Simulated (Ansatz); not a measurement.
`[SiH3]N[SiH3]` + `C[SeH]` → `C[Se][SiH3]` + `N[SiH3]` at 298.15 K and 1 bar (ligand exchange at the Si–N bond).

Isolated molecules relaxed with PBE0-D4/def2-TZVP in Ansatz; ΔE leaves out vibrations. CCSD(T)/CBS is the MP2 limit (def2-TZVPP, def2-QZVPP) plus CCSD(T) − MP2 in def2-TZVPP, frozen cores. This one scheme is used for every species. For Se outer-core shells are correlated without core-valence functions, which leaves a few kJ/mol of doubt a bond. Scalar relativity is left out up to krypton.

| species | CCSD(T)/CBS energy (Eh) | H − E (kJ/mol) | S (J/(mol·K)) |
| --- | --- | --- | --- |
| `[SiH3]N[SiH3]` | -637.10515 | 192.6 | 335.6 |
| `C[SeH]` | -2441.15625 | 129.5 | 267.5 |
| `C[Se][SiH3]` | -2731.45956 | 182.9 | 327.5 |
| `N[SiH3]` | -346.80422 | 145.7 | 264.3 |

H − E and S are ideal-gas, rigid-rotor, harmonic terms from PBE0-D4/def2-TZVP. 1 Eh = 2625.50 kJ/mol, R = 8.31446 J/(mol·K).

By hand: ΔE, ΔH, ΔS and ΔG.

ΔE = (-2731.45956) + (-346.80422) − (-637.10515) − (-2441.15625) = -0.00238 Eh = -6.2 kJ/mol. Δ(H − E) = 182.9 + 145.7 − 192.6 − 129.5 = 6.5, so ΔH = 0.3 kJ/mol. ΔS = 327.5 + 264.3 − 335.6 − 267.5 = -11.3 J/(mol·K). ΔG = 0.3 − 298.15 × (-11.3)/1000 = 3.7 kJ/mol.

By hand: the equilibrium constant, and the temperature at which ΔG would vanish if ΔH and ΔS stayed fixed.

log₁₀ K = −ΔG/(RT ln 10) = -0.6. ΔH and −TΔS have one sign here, so there is no such temperature. One of them is within its doubt of zero, so this could turn.

TΔS isn't small against ΔH here. The sign of ΔG lies within the doubt. A doubt of 5 kJ/mol in ΔE shifts log₁₀ K by 0.9 here. Modes under 60 cm⁻¹, often nearly free rotors, make the harmonic entropy too high. These are equilibria of isolated gas molecules and say nothing of rates. Largest T1 diagnostic: 0.010 (customary marks: 0.02 for closed shells, 0.045 for open ones).
